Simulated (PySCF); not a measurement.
Isomers of C6H12O2Si2.

All values: PBE0/pcSseg-1 (PySCF) at GFN2-xTB geometries, gas phase, one conformer each.

(1) Rank by HOMO energy, highest first.
A. `[CH2:1]=[C:2]([CH3:3])[Si@H:4]1[SiH2:5][O:6][CH:7]=[C:8]1[O:9][CH3:10]` with C1–C2–Si4–Si5 124°, C7–C8–O9–C10 0°
B. `[CH2:1]=[C:2]([CH3:3])[Si@@:4]1([O:5][SiH3:6])[O:7][CH2:8][C:9]1=[CH2:10]` with C1–C2–Si4–O5 7°, C2–Si4–O5–Si6 171°
C. `[O:1]=[C:2]1[CH2:3][CH:4](/[C:5]([SiH3:6])=[CH:7]\[O:8][SiH3:9])[CH2:10]1` with C3–C4–C5–Si6 63°, C5–C7–O8–Si9 -168°
D. `[CH3:1][O:2][CH2:3][SiH2:4][SiH2:5][c:6]1[cH:7][cH:8][cH:9][o:10]1` with C1–O2–C3–Si4 177°, O2–C3–Si4–Si5 -48°, C3–Si4–Si5–C6 -67°, Si4–Si5–C6–C7 -122°

(2) Rank by dipole moment, highest first.
A. `[CH2:1]=[C:2]([CH3:3])[Si@@:4]1([O:5][SiH3:6])[O:7][CH2:8][C:9]1=[CH2:10]` with C1–C2–Si4–O5 7°, C2–Si4–O5–Si6 171°
B. `[CH3:1][CH2:2][SiH2:3][C:4]#[C:5][SiH2:6][C:7](=[O:8])[O:9][CH3:10]` with C1–C2–Si3–C4 60°, C5–Si6–C7–O8 89°, Si6–C7–O9–C10 178°
C. `[O:1]=[C:2]1[CH2:3][CH:4](/[C:5]([SiH3:6])=[CH:7]\[O:8][SiH3:9])[CH2:10]1` with C3–C4–C5–Si6 63°, C5–C7–O8–Si9 -168°
D. `[CH2:1]=[C:2]([CH3:3])[Si@H:4]1[SiH2:5][O:6][CH:7]=[C:8]1[O:9][CH3:10]` with C1–C2–Si4–Si5 124°, C7–C8–O9–C10 0°

(3) Rank by the lowest Hirshfeld charge on any atom, highest value first.
A. `[CH3:1][CH2:2][SiH2:3][C:4]#[C:5][SiH2:6][C:7](=[O:8])[O:9][CH3:10]` with C1–C2–Si3–C4 60°, C5–Si6–C7–O8 89°, Si6–C7–O9–C10 178°
B. `[O:1]=[C:2]1[CH2:3][CH:4](/[C:5]([SiH3:6])=[CH:7]\[O:8][SiH3:9])[CH2:10]1` with C3–C4–C5–Si6 63°, C5–C7–O8–Si9 -168°
C. `[CH3:1][O:2][CH2:3][SiH2:4][SiH2:5][c:6]1[cH:7][cH:8][cH:9][o:10]1` with C1–O2–C3–Si4 177°, O2–C3–Si4–Si5 -48°, C3–Si4–Si5–C6 -67°, Si4–Si5–C6–C7 -122°
D. `[CH2:1]=[C:2]([CH3:3])[Si@H:4]1[SiH2:5][O:6][CH:7]=[C:8]1[O:9][CH3:10]` with C1–C2–Si4–Si5 124°, C7–C8–O9–C10 0°
E. `[CH2:1]=[C:2]([CH3:3])[Si@@:4]1([O:5][SiH3:6])[O:7][CH2:8][C:9]1=[CH2:10]` with C1–C2–Si4–O5 7°, C2–Si4–O5–Si6 171°

## Answers

(1) A (-5.99 eV), D (-6.59 eV), C (-6.81 eV), B (-7.57 eV).

(2) C (4.42 D), B (1.66 D), A (1.42 D), D (0.86 D).

(3) C (-0.136 e), D (-0.218 e), B (-0.242 e), A (-0.253 e), E (-0.292 e).

All values together:

```
                        SMILES  μ (D)  HOMO (eV)  LUMO (eV)  lowest IAO charge (e)  highest IAO charge (e)  lowest Hirshfeld charge (e)  highest Hirshfeld charge (e)
O=C1CC(/C([SiH3])=C\O[SiH3])C1   4.42      -6.81      -0.62             -0.587 (O)             +0.880 (Si)                   -0.242 (O)                   +0.402 (Si)
    C=C(C)[Si@H]1[SiH2]OC=C1OC   0.86      -5.99      -0.29             -0.605 (O)             +0.705 (Si)                   -0.218 (O)                   +0.315 (Si)
  C=C(C)[Si@@]1(O[SiH3])OCC1=C   1.42      -7.57      -0.61             -0.868 (O)             +1.396 (Si)                   -0.292 (O)                   +0.481 (Si)
        COC[SiH2][SiH2]c1ccco1   1.66      -6.59      -0.17             -0.394 (O)             +0.469 (Si)                   -0.136 (O)                   +0.242 (Si)
      CC[SiH2]C#C[SiH2]C(=O)OC   1.66      -7.60      -0.89             -0.528 (C)             +0.773 (Si)                   -0.253 (O)                   +0.365 (Si)
```

Conformers: `[O:1]=[C:2]1[CH2:3][CH:4](/[C:5]([SiH3:6])=[CH:7]\[O:8][SiH3:9])[CH2:10]1` with C3–C4–C5–Si6 63°, C5–C7–O8–Si9 -168°; `[CH2:1]=[C:2]([CH3:3])[Si@H:4]1[SiH2:5][O:6][CH:7]=[C:8]1[O:9][CH3:10]` with C1–C2–Si4–Si5 124°, C7–C8–O9–C10 0°; `[CH2:1]=[C:2]([CH3:3])[Si@@:4]1([O:5][SiH3:6])[O:7][CH2:8][C:9]1=[CH2:10]` with C1–C2–Si4–O5 7°, C2–Si4–O5–Si6 171°; `[CH3:1][O:2][CH2:3][SiH2:4][SiH2:5][c:6]1[cH:7][cH:8][cH:9][o:10]1` with C1–O2–C3–Si4 177°, O2–C3–Si4–Si5 -48°, C3–Si4–Si5–C6 -67°, Si4–Si5–C6–C7 -122°; `[CH3:1][CH2:2][SiH2:3][C:4]#[C:5][SiH2:6][C:7](=[O:8])[O:9][CH3:10]` with C1–C2–Si3–C4 60°, C5–Si6–C7–O8 89°, Si6–C7–O9–C10 178°.
